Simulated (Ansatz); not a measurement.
C₃H₅FSi, SMILES `C=C1C[SiH]1F` at its PBE0-D4/def2-TZVP geometry, where that method's forces vanish. Total charge 0; spin multiplicity 1.

```csv
atom,x (Å),y (Å),z (Å)
C1,1.015,-0.917,1.144
C2,0.248,-0.316,0.252
C3,-0.112,1.144,-0.064
Si4,-0.886,-0.140,-1.129
F5,-2.436,-0.482,-0.981
H6,1.091,-1.999,1.183
H7,1.594,-0.357,1.874
H8,-0.708,1.645,0.699
H9,0.685,1.781,-0.446
H10,-0.492,-0.358,-2.533
```

**Question.** For each bond, give half the difference of the two atoms' forces along it (eV/Å; positive pushes the atoms apart) under PBE-D4, r2SCAN-D4, B3LYP-D4, ωB97M-V in def2-TZVPP. (Best estimate.)

**Answer.** Ansatz gave: 
```json
{"bond": "C1–C2", "length (Å)": "1.320", "PBE-D4": "0.30", "r2SCAN-D4": "0.16", "B3LYP-D4": "0.02", "ωB97M-V": "-0.08"}
{"bond": "C1–H6", "length (Å)": "1.085", "PBE-D4": "0.02", "r2SCAN-D4": "-0.05", "B3LYP-D4": "-0.07", "ωB97M-V": "-0.05"}
{"bond": "C1–H7", "length (Å)": "1.088", "PBE-D4": "0.03", "r2SCAN-D4": "-0.06", "B3LYP-D4": "-0.06", "ωB97M-V": "-0.07"}
{"bond": "C2–C3", "length (Å)": "1.536", "PBE-D4": "-0.05", "r2SCAN-D4": "0.06", "B3LYP-D4": "0.20", "ωB97M-V": "0.27"}
{"bond": "C2–Si4", "length (Å)": "1.796", "PBE-D4": "-0.13", "r2SCAN-D4": "-0.07", "B3LYP-D4": "0.04", "ωB97M-V": "0.08"}
{"bond": "C3–Si4", "length (Å)": "1.839", "PBE-D4": "0.05", "r2SCAN-D4": "0.05", "B3LYP-D4": "0.13", "ωB97M-V": "0.09"}
{"bond": "C3–H8", "length (Å)": "1.090", "PBE-D4": "0.09", "r2SCAN-D4": "-0.03", "B3LYP-D4": "-0.10", "ωB97M-V": "-0.11"}
{"bond": "C3–H9", "length (Å)": "1.090", "PBE-D4": "0.08", "r2SCAN-D4": "-0.03", "B3LYP-D4": "-0.10", "ωB97M-V": "-0.12"}
{"bond": "Si4–F5", "length (Å)": "1.594", "PBE-D4": "0.49", "r2SCAN-D4": "0.05", "B3LYP-D4": "0.19", "ωB97M-V": "0.15"}
{"bond": "Si4–H10", "length (Å)": "1.474", "PBE-D4": "-0.05", "r2SCAN-D4": "-0.04", "B3LYP-D4": "-0.15", "ωB97M-V": "-0.20"}
```

B3LYP here is the variant with VWN-RPA as its local correlation; programs differ in this.
